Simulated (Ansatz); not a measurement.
InBr2, SMILES [Br][In+][Br], charge +1.

The structure is a stationary point at B3LYP-D3(BJ)/def2-SVP. The spin state was assumed, not searched. The isomer is the one that the SMILES or the coordinates give; other isomers of the formula were not compared. The def2 effective core potentials stand for the cores of In; spin–orbit coupling is left out.

Two levels are set side by side: PBE/def2-SVPD (Ansatz, a quantum-chemistry and plane-wave program) and CAM-B3LYP/def2-SVPD (Ansatz). Energy differences of separate SCF runs at the same geometry; the states with an electron removed or added have multiplicity 2 and 2. Differences are taken from unrounded values.

| quantity | PBE |
|---|---|
| vertical ionisation energy (eV) | 15.85 |
| vertical electron affinity (eV) | 7.32 |
| vertical singlet–triplet gap (eV) | 2.83 |

**Question.** These are the PBE values. What does CAM-B3LYP give? (The exact figures need the calculation; the answer reports its results.)

**Answer.** 
```json
[
 {"quantity": "vertical ionisation energy (eV)", "CAM-B3LYP": "16.56", "PBE minus CAM-B3LYP": "-0.71"},
 {"quantity": "vertical electron affinity (eV)", "CAM-B3LYP": "7.43", "PBE minus CAM-B3LYP": "-0.11"},
 {"quantity": "vertical singlet–triplet gap (eV)", "CAM-B3LYP": "3.43", "PBE minus CAM-B3LYP": "-0.60"}
]
```
